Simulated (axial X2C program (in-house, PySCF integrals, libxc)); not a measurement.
**Curves of CuCN⁺ from open-shell CI on d9 s0 p(π)0**

Calculated with an axial X2C code built on PySCF integrals: two-component X2C with atomic mean-field Coulomb and Gaunt terms, basis Cu dyall-v3z, C dyall-v3z, N dyall-v3z (cores contracted in-house). Orbitals come from Hartree–Fock averaged over the configuration Cu d9 s0 p(π)0; CI then distributes these electrons over the d, s, p(π) shells of Cu.

Scan along the Cu–C bond with CN moving as one mass, its bond held at 1.160 Å; masses Cu 62.930 u, C 12.000 u, N 14.003 u. Energies in cm⁻¹ from the lowest point; levels are followed by energy order within each Ω. Lowest level at 1.901 Å: 100% d9.

```
R (Å)  (1)Ω=1/2  (1)Ω=3/2  (1)Ω=5/2  (2)Ω=1/2  (2)Ω=3/2
1.768      1234      4171      4827      5472      6727
1.834       180      2839      3593      4152      5478
1.901         0      2395      3221      3724      5095
1.977       616      2736      3615      4088      5481
2.053      1874      3747      4654      5124      6516
2.139      3842      5469      6384      6878      8244
2.243      6728      8099      8999      9549     10860
```

(1) Fit the curves (1)Ω=1/2, (1)Ω=3/2, (1)Ω=5/2, (2)Ω=1/2, (2)Ω=3/2 near their minima.

Dynamic correlation is missing, so gaps between terms are too wide and other configurations may lie lower; the lowest level listed is that of this model, not necessarily the ground state. For d shells the ligand-field splittings (σ, π, δ) and their order can be off by a thousand cm⁻¹ or more. At most 4 roots were kept for each Ω > 0 (twice that for Ω = 0) within 3.2 eV of the lowest, so higher up levels can be missing between those listed; levels with Ω > 0 are doubly degenerate and listed once, Ω = 0 levels singly. Some active spinors are only partly of the character that their shell is named for, so the shell names and counts are nominal. States that fill the shells left empty in the average are placed too high. The molecule was held linear; bending was not examined.

## Answers

(1) From the open-shell CI curves, Te from the lowest:

| level | Te (cm⁻¹) | Re (Å) | ωe (cm⁻¹) |
| --- | --- | --- | --- |
| (1)Ω=1/2 | 0 | 1.883 | 547.5 |
| (1)Ω=3/2 | 2419 | 1.907 | 529.3 |
| (1)Ω=5/2 | 3248 | 1.901 | 526.2 |
| (2)Ω=1/2 | 3750 | 1.905 | 532.4 |
| (2)Ω=3/2 | 5122 | 1.902 | 526.6 |

Without dynamic correlation distances can be off by several hundredths of an Å (long for ionic bonds, short for multiple bonds) and the wavenumbers are rough.
